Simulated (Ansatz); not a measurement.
`[SiH3][CH]1[NH][AlH]1` + `C[O][GeH2][OH]` → `[OH][GeH2][O][SiH3]` + `C[CH]1[NH][AlH]1`  (redistribution)

Calculated with Ansatz (gas phase, PBE0-D4/def2-TZVP geometries, no zero-point term in ΔE). CCSD(T)/CBS adds triple-zeta CCSD(T) − MP2 to the extrapolated MP2 energy (def2 sets, frozen cores). DFT in def2-TZVPP. B3LYP here is the variant with VWN-RPA as its local correlation; programs differ in this. For Ge outer-core shells are correlated without core-valence functions, which leaves a few kJ/mol of doubt a bond. Scalar relativity is left out up to krypton. Each species was taken in one conformer, which may not be the lowest.

`[SiH3][CH]1[NH][AlH]1`:

```xyz
10

Si    1.230    0.551    0.593
C    -0.069    0.169   -0.671
N    -1.511    0.147   -0.184
Al   -1.075   -1.470   -0.565
H     2.597    0.423    0.012
H     1.107    1.923    1.176
H     1.113   -0.409    1.732
H     0.075    0.653   -1.642
H    -1.934    0.981    0.185
H    -1.532   -2.968   -0.635
```

`C[O][GeH2][OH]`:

Cartesian coordinates in Å:
```
C -0.863 -1.398 0.014
O 0.316 -0.680 0.285
Ge 0.309 1.090 0.150
O 2.006 1.562 0.049
H -1.610 -1.279 0.809
H -0.607 -2.458 -0.052
H -1.325 -1.100 -0.937
H -0.481 1.447 -1.129
H -0.230 1.763 1.419
H 2.486 1.052 -0.608
```

`[OH][GeH2][O][SiH3]`:

```xyz
10

O    -1.406    1.359    0.949
Ge   -1.292    0.376   -0.519
O     0.396   -0.095   -0.765
Si    1.509   -0.862    0.159
H    -0.978    2.215    0.866
H    -1.666    1.180   -1.771
H    -2.143   -0.862   -0.229
H     2.197    0.095    1.065
H     2.511   -1.482   -0.744
H     0.871   -1.923    0.988
```

`C[CH]1[NH][AlH]1`:

```xyz
10

C     0.551   -0.803   -0.922
C    -0.434    0.145   -0.285
N     0.142    1.190    0.630
Al   -0.909    0.214    1.584
H     0.032   -1.607   -1.452
H     1.185   -0.285   -1.656
H     1.216   -1.260   -0.184
H    -1.118    0.558   -1.034
H     0.792    1.874    0.281
H    -1.458   -0.026    3.039
```

```tsv
level	ΔE (kJ/mol)	difference from CCSD(T)/CBS
PBE-D4	-146.5	15.8
PBE0-D4	-152.2	10.1
B3LYP-D4	-158.0	4.3
ωB97X-V	-156.4	5.9
ωB97M-V	-158.2	4.1
r2SCAN	-157.7	4.6
PBE0	-152.4	9.9
B3LYP	-158.5	3.8
MP2/def2-TZVPP	-167.8	-5.5
SCS-MP2/def2-TZVPP	-167.2	-4.9
CCSD/def2-TZVPP	-163.7	-1.4
MP2/def2-QZVPP	-168.6	-6.3
SCS-MP2/def2-QZVPP	-168.0	-5.7
HF/CBS(def2)	-172.3	-10.0
MP2/CBS(def2)	-168.4	-6.1
CCSD/CBS(def2)	-164.2	-1.9
CCSD(T)/CBS	-162.3	0
```

Largest T1 diagnostic among the species: 0.014.

From PBE to PBE0 (25 % exact exchange), in def2-TZVPP and without D4, ΔE moves by −5.7 kJ/mol.
